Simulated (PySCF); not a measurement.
## Correlation energy of P (phosphorus, neutral)

[Ne] 3s2 3p3, high-spin 4S determinant. All numbers are calculated (PySCF 2.14, no relativity, point nucleus, in aug-cc-pV(D+d)Z). Frozen: [Ne]; 5 electrons correlated.

MP2 pair energies summed by pair of shells (mhartree):

| pair | energy | share (%) |
| --- | --- | --- |
| 3s-3p | -43.04 | 63.2 |
| 3p-3p | -16.51 | 24.2 |
| 3s-3s | -8.55 | 12.6 |

Total MP2 correlation energy: -68.10 mhartree.

Same-spin part -19.23 and opposite-spin part -48.87 mhartree; SCS-MP2 scales them by 1/3 and 6/5 to -65.06 mhartree.

```csv
level,correlation energy (mhartree)
CCSD,-87.23
(T),-1.70
CCSD(T),-88.93
```

Diagnostics: T1 = 0.0027, D1 = 0.0055, largest double amplitude 0.044.

Cost of the coupled-cluster step: 0.22 s of wall time on 1 thread of Intel(R) Xeon(R) Platinum 8559C (shared host), for 5 correlated electrons.

Iterations:

```
CC2 = 0
CCSD nocc = (np.int64(4), np.int64(1)), nmo = (27, 27)
frozen orbitals [[0, 1, 2, 3, 4], [0, 1, 2, 3, 4]]
max_cycle = 100
direct = 0
conv_tol = 1e-08
conv_tol_normt = 1e-06
diis_space = 8
diis_start_cycle = 0
Init t2, MP2 energy = -0.068102821373149
Init E_corr(UCCSD) = -0.0681028213733666
cycle = 1  E_corr(UCCSD) = -0.0828147219714777  dE = -0.0147119006  norm(t1,t2) = 0.0470072
cycle = 2  E_corr(UCCSD) = -0.0860124892132082  dE = -0.00319776724  norm(t1,t2) = 0.0135826
cycle = 3  E_corr(UCCSD) = -0.0872575446320893  dE = -0.00124505542  norm(t1,t2) = 0.00510669
cycle = 4  E_corr(UCCSD) = -0.0872336131895103  dE = 2.39314426e-05  norm(t1,t2) = 0.000876852
cycle = 5  E_corr(UCCSD) = -0.0872351125488893  dE = -1.49935938e-06  norm(t1,t2) = 0.000132808
cycle = 6  E_corr(UCCSD) = -0.087233930463571  dE = 1.18208532e-06  norm(t1,t2) = 3.46056e-05
cycle = 7  E_corr(UCCSD) = -0.0872348154432076  dE = -8.84979637e-07  norm(t1,t2) = 7.31606e-06
cycle = 8  E_corr(UCCSD) = -0.08723450618214  dE = 3.09261068e-07  norm(t1,t2) = 1.28744e-06
cycle = 9  E_corr(UCCSD) = -0.0872345310539424  dE = -2.48718024e-08  norm(t1,t2) = 2.0748e-07
cycle = 10  E_corr(UCCSD) = -0.0872345340691247  dE = -3.01518233e-09  norm(t1,t2) = 5.2372e-08
UCCSD converged
E(UCCSD) = -340.7971920783457  E_corr = -0.08723453406912469
UCCSD(T) correction = -0.00169664658137459
```
